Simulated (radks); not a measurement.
The numbers below are computed, except where a source is named.
Valence configurations of neutral terbium (all share [Xe]). Code: a radial shooting solver on a logarithmic mesh with Libxc functionals. Model: Dirac Kohn-Sham, BLYP, spin-unpolarised, spherical densities, point nucleus; open shells fill j = l - 1/2 first. Energies are relative to 4f9 6s2; eigenvalues in eV.

\begin{tabular}{lrrrrrr}
valence & E (eV) & e(4f5/2) & e(4f7/2) & e(5d3/2) & e(6p1/2) & e(6s1/2) \\ \hline
4f9 6s2 & 0.000 & -3.100 & -2.319 & - & - & -3.580 \\
4f7 5d2 6s2 & 11.638 & -15.481 & -14.579 & -3.424 & - & -4.305 \\
4f11 & 7.492 & -0.922 & -0.228 & - & - & - \\
4f9 6s1 6p1 & 2.497 & -4.332 & -3.550 & - & -1.706 & -4.299 \\
4f9 5d2 & 4.917 & -1.898 & -1.119 & -0.814 & - & - \\
4f8 6s2 6p1 & 4.928 & -12.036 & -11.192 & - & -2.141 & -5.256 \\
4f7.5 6s2 6p1.5 & 10.582 & -17.083 & -16.208 & - & -2.587 & -6.041 \\
4f8 5d2 6p1 & 7.663 & -8.532 & -7.691 & -2.451 & -1.660 & - \\
4f7 5d2 6s1 6p1 & 14.597 & -16.627 & -15.725 & -4.391 & -1.951 & -4.996 \\
\end{tabular}

NIST lists [Xe] 4f9 6s2 as the ground configuration; this level of theory agrees among the configurations tried. The energies are those of spherical spin-averaged densities, not of single terms. No valid solution was reached for [Xe] 4f10 6s1.
